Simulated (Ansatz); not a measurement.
`[OH][GeH3]` + `C[SiH](O)O[SiH2]O` → `C[SiH](O)[GeH2][OH]` + `O[SiH2]O`  (redistribution)

Isolated molecules relaxed with PBE0-D4/def2-TZVP in Ansatz; ΔE leaves out vibrations. CCSD(T)/CBS adds triple-zeta CCSD(T) − MP2 to the extrapolated MP2 energy (def2 sets, frozen cores). DFT in def2-TZVPP. B3LYP here is the variant with VWN-RPA as its local correlation; programs differ in this. For Ge outer-core shells are correlated without core-valence functions, which leaves a few kJ/mol of doubt a bond. Scalar relativity is left out up to krypton. Each species was taken in one conformer, which may not be the lowest.

`[OH][GeH3]`:

```xyz
6

O    -0.633   -1.118    0.482
Ge    0.263    0.228   -0.270
H    -1.157   -0.838    1.235
H     1.020   -0.424   -1.430
H     1.230    0.852    0.754
H    -0.724    1.300   -0.772
```

`C[SiH](O)O[SiH2]O`:

```xyz
14

C    -1.120    0.745   -2.065
Si   -0.244   -0.367   -0.881
O     1.371   -0.159   -1.093
O    -0.654    0.011    0.671
Si    0.187    0.184    2.054
O     1.565   -0.728    2.004
H    -0.839    1.787   -1.893
H    -2.202    0.655   -1.949
H    -0.864    0.486   -3.095
H    -0.620   -1.792   -1.078
H     1.941   -0.535   -0.417
H     0.635    1.585    2.207
H    -0.673   -0.254    3.180
H     1.517   -1.618    2.356
```

`C[SiH](O)[GeH2][OH]`:

Z-matrix (Å, degrees):
```
C
Si 1 1.865
H 1 1.092 2 111.1
H 1 1.093 2 111.5 3 121.1
H 1 1.094 2 109.6 3 -119.4
O 2 1.655 1 113.0 3 -56.0
Ge 2 2.389 1 110.6 3 62.6
H 2 1.496 1 108.2 3 -178.5
H 6 0.958 2 118.2 1 -65.8
O 7 1.799 2 107.5 1 59.3
H 7 1.546 2 113.6 1 179.7
H 7 1.538 2 113.7 1 -54.4
H 10 0.959 7 111.9 2 74.0
```

`O[SiH2]O`:

Cartesian coordinates in Å:
```
O -1.304 -0.303 -0.559
Si 0.216 0.251 -0.278
O 0.837 -0.240 1.160
H -1.420 -1.247 -0.673
H 1.177 -0.273 -1.276
H 0.073 1.724 -0.333
H 0.421 0.086 1.960
```

```tsv
level	ΔE (kJ/mol)
B2PLYP	132.7
r2SCAN	129.3
B3LYP	127.0
MP2/def2-TZVPP	135.7
```

Q: What does CCSD(T)/CBS give? (Best estimate.)

A: Computed: +130.7 kJ/mol. The listed levels differ from it by 2.0, -1.4, -3.7, 5.0 kJ/mol.

Largest T1 diagnostic among the species: 0.012.

In def2-TZVPP, CCSD(T) changes the Hartree–Fock value by −20.9 kJ/mol (the triples alone add −2.4 kJ/mol) and MP2 by −18.2 kJ/mol. From PBE to PBE0 (25 % exact exchange), in def2-TZVPP and without D4, ΔE moves by +10.2 kJ/mol.
